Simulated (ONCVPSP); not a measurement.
## Pseudopotential generation for Hg: ONCV, PBE, scalar-relativistic.

ONCVPSP 4.0.1 input, shortened (lines: element, Z, core and valence counts, functional; n l f; lmax; l rc ep ncon nbas qcut; lloc lpopt rc5 dvloc0; l nproj debl; icmod fcfact rcfact), PBE, scalar-relativistic:

```
  Hg 80.00   10    4        4      upf
    1    0    2.00
    2    0    2.00
    2    1    6.00
    3    0    2.00
    3    1    6.00
    3    2   10.00
    4    0    2.00
    4    1    6.00
    4    2   10.00
    4    3   14.00
    5    0    2.00
    5    1    6.00
    5    2   10.00
    6    0    2.00
    2
    0    1.15    0.00    3    7   10.00
    1    1.00    0.00    5    8    7.80
    2    1.35    0.00    4    7    7.40
    4    5    0.90   -1.00
    0    2    0.70
    1    1    2.90
    2    2    3.30
    1    0.55    0.00
```

Problem. Is a potential produced?

Solution. No. ONCVPSP 4.0.1 stopped with "ERROR pspot: first pseudo wave function has node, program will stop": the optimised pseudo-wave of the first projector has a node, so the radial equation cannot be inverted for a potential. It happened in the s channel.
